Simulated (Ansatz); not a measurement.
Basis-set extrapolation for C$_{16}$H$_{10}$ (`c1ccc2c(c1)-c1cccc3cccc-2c13`) (PBE0-D4/def2-TZVP geometry, frozen core, Ansatz 0.2.0). Multiplicity 1, RHF reference.

|  | def2-TZVPP | def2-QZVPP |
| --- | --- | --- |
| HF | -611.949514 | -611.973523 |
| MP2 correlation | -2.480697 | -2.635928 |
| CCSD(T) correlation | -2.644459 | not run |

Energies in hartree. Use E(X) = E(∞) + A·exp(−7.88·√X) for Hartree–Fock and E(X) = E(∞) + B·X^(−2.97) for correlation, with X = 3 and 4, and add CCSD(T) minus MP2 of the smaller set to the MP2 limit.

What is the CCSD(T) energy at the basis-set limit?

HF limit: -611.973523 + (-0.024009) × 0.13774 = -611.97683. MP2 limit: -2.635928 + (-0.155231) × 0.74074 = -2.75091. Higher-order term: -2.644459 − (-2.480697) = -0.16376. Total: -614.89150 hartree, 781.2 kJ/mol below CCSD(T)/def2-TZVPP.
